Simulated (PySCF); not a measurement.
C₁₁H₉N.
SMILES with atom numbers: `[cH:1]1[cH:2][cH:3][c:4](-[c:5]2[cH:6][cH:7][cH:8][n:9][cH:10]2)[cH:11][cH:12]1` (hydrogens: H13 on C1; H14 on C2; H15 on C3; H16 on C6; H17 on C7; H18 on C8; H19 on C10; H20 on C11; H21 on C12)

The same species was optimised twice, with GFN2-xTB and with PBE0-D3(BJ)/def2-SVP (PySCF), and the same property calculations (PySCF, gas phase) were run on both structures.

| coordinate | GFN2-xTB | PBE0-D3(BJ)/def2-SVP | change |
| --- | --- | --- | --- |
| C2–C3 (Å) | 1.382 | 1.392 | +0.010 |
| C3–C4 (Å) | 1.393 | 1.403 | +0.010 |
| C11–C12 (Å) | 1.382 | 1.392 | +0.010 |
| C4–C11 (Å) | 1.393 | 1.403 | +0.010 |
| C1–C12 (Å) | 1.385 | 1.394 | +0.009 |
| C4–C5 (Å) | 1.468 | 1.477 | +0.009 |
| C1–C2 (Å) | 1.385 | 1.394 | +0.009 |
| C5–C10 (Å) | 1.396 | 1.405 | +0.009 |
| N9–C10 (Å) | 1.319 | 1.327 | +0.008 |
| C8–N9 (Å) | 1.322 | 1.330 | +0.008 |
| C7–C8 (Å) | 1.387 | 1.394 | +0.007 |
| C6–C7 (Å) | 1.384 | 1.390 | +0.006 |
| C5–C6 (Å) | 1.394 | 1.400 | +0.006 |
| C3–C4–C11 (°) | 118.9 | 118.4 | -0.5 |
| C4–C11–C12 (°) | 120.5 | 120.8 | +0.3 |
| C5–C10–N9 (°) | 123.9 | 124.3 | +0.4 |
| C4–C5–C6 (°) | 121.7 | 122.0 | +0.3 |
| C2–C3–C4 (°) | 120.5 | 120.8 | +0.3 |
| C6–C5–C10 (°) | 116.9 | 116.7 | -0.2 |
| C8–N9–C10 (°) | 118.3 | 118.1 | -0.2 |
| C3–C4–C5 (°) | 120.6 | 120.8 | +0.2 |
| C3–C4–C5–C6 (°) | -139 | -142 | -3 |

Rotational constants: A = 2939, B = 558.3, C = 488.7 MHz (GFN2-xTB) against A = 2907, B = 551.5, C = 480.1 MHz (PBE0-D3(BJ)/def2-SVP). Point groups within 0.08 Å: C1 and C1.

On the GFN2-xTB structure: HOMO (eV) -6.92 [PBE0/pcSseg-1]; LUMO (eV) -1.16 [PBE0/pcSseg-1]; dipole (D) 2.33 [PBE0/pcSseg-1]; GIAO shielding of C1 (ppm) 53.5 [PBE0/pcSseg-1]; GIAO shielding of C2/C12 (mean) (ppm) 52.2 [PBE0/pcSseg-1]; GIAO shielding of C3/C11 (mean) (ppm) 53.4 [PBE0/pcSseg-1]; GIAO shielding of C4 (ppm) 41.6 [PBE0/pcSseg-1]; GIAO shielding of C5 (ppm) 43.9 [PBE0/pcSseg-1]; GIAO shielding of C6 (ppm) 46.3 [PBE0/pcSseg-1]; GIAO shielding of C7 (ppm) 58.6 [PBE0/pcSseg-1]; GIAO shielding of C8 (ppm) 32.4 [PBE0/pcSseg-1].

Q: What do these properties become on the PBE0-D3(BJ)/def2-SVP structure?

A: 
```csv
property,level,on GFN2-xTB,on PBE0-D3(BJ)/def2-SVP,change
HOMO (eV),PBE0/pcSseg-1,-6.92,-6.90,+0.02
LUMO (eV),PBE0/pcSseg-1,-1.16,-1.25,-0.09
dipole (D),PBE0/pcSseg-1,2.33,2.35,+0.02
"energy, GFN2-xTB geometry as zero (kcal/mol)",PBE0/pcSseg-1,0.0,-0.3,-0.3
GIAO shielding of C1 (ppm),PBE0/pcSseg-1,53.5,50.9,-2.6
GIAO shielding of C2/C12 (mean) (ppm),PBE0/pcSseg-1,52.2,49.8,-2.4
GIAO shielding of C3/C11 (mean) (ppm),PBE0/pcSseg-1,53.4,51.3,-2.1
GIAO shielding of C4 (ppm),PBE0/pcSseg-1,41.6,40.0,-1.6
GIAO shielding of C5 (ppm),PBE0/pcSseg-1,43.9,42.7,-1.2
GIAO shielding of C6 (ppm),PBE0/pcSseg-1,46.3,44.9,-1.4
GIAO shielding of C7 (ppm),PBE0/pcSseg-1,58.6,56.2,-2.4
GIAO shielding of C8 (ppm),PBE0/pcSseg-1,32.4,29.9,-2.5
```

The heavy atoms differ by 0.032 Å rms after alignment. Among bonds between heavy atoms C1–C2, C1–C12, C2–C3, C3–C4, C4–C5, C4–C11, C5–C10 and C11–C12 change most and about equally (+0.009 to +0.010 Å). Changes are differences of the printed values. Neither structure is proved a minimum here.

Conformer computed: `[cH:1]1[cH:2][cH:3][c:4](-[c:5]2[cH:6][cH:7][cH:8][n:9][cH:10]2)[cH:11][cH:12]1`: C3–C4–C5–C6 -142°.
